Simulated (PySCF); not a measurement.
**`InChI=1S/C5H6FNO/c6-4-1-5(2-7)8-3-4/h4-5H,1,3H2/t4-,5-/m0/s1`**

Geometry (Å), atoms numbered from 1 in this order:
```xyz
14

N     2.4042    1.5222   -0.9548
C     1.7728    0.9330   -0.2075
C     0.9392    0.1955    0.7336
C     0.3744   -1.0804    0.0720
C    -0.9940   -0.6249   -0.4512
F    -1.0135   -0.5997   -1.8257
C    -1.1577    0.8035    0.1053
O    -0.1933    0.9498    1.1215
H     1.5254   -0.0060    1.6365
H     0.2640   -1.8720    0.8107
H     1.0001   -1.4333   -0.7468
H    -1.8050   -1.2958   -0.1531
H    -0.9826    1.5165   -0.7124
H    -2.1347    0.9913    0.5500
```

Method: TDDFT B3LYP/def2-SVPD circular dichroism and optical rotation, one conformer, gas phase (PySCF). Geometry: GFN2-xTB.

States above about 8.4 eV (minus the energy of the highest occupied orbital) lie near or above the ionisation threshold and depend on the basis.

Problem. Draw the ECD and absorption spectra from the lowest 16 states, each a Gaussian of half-width 0.2 eV at 1/e height.

Solution. 
| E (eV) | λ (nm) | Δε (L mol⁻¹ cm⁻¹) | ε (L mol⁻¹ cm⁻¹) |
| --- | --- | --- | --- |
| 6.39 | 194 | -0.01 | 0.822 |
| 6.49 | 191 | -0.06 | 7.8 |
| 6.59 | 188 | -0.33 | 44.9 |
| 6.69 | 185 | -1.14 | 157 |
| 6.79 | 183 | -2.41 | 332 |
| 6.89 | 180 | -3.11 | 427 |
| 6.99 | 177 | -2.58 | 341 |
| 7.09 | 175 | -2.05 | 207 |
| 7.19 | 172 | -3.14 | 214 |
| 7.29 | 170 | -5.29 | 353 |
| 7.39 | 168 | -5.85 | 442 |
| 7.49 | 166 | -4.36 | 386 |
| 7.59 | 163 | -4.08 | 351 |
| 7.69 | 161 | -7.14 | 521 |
| 7.79 | 159 | -10.93 | 790 |
| 7.89 | 157 | -10.51 | 918 |
| 7.99 | 155 | -4.99 | 895 |
| 8.09 | 153 | +0.90 | 865 |
| 8.19 | 151 | +3.08 | 840 |
| 8.29 | 150 | +2.47 | 904 |
| 8.39 | 148 | +0.85 | 1350 |
| 8.49 | 146 | -2.85 | 2390 |
| 8.59 | 144 | -8.83 | 4030 |
| 8.69 | 143 | -13.97 | 5770 |
| 8.79 | 141 | -14.88 | 6470 |

Δε uses R in velocity form, ε uses f in length form. Only the states computed contribute, so the short-wavelength end is incomplete.
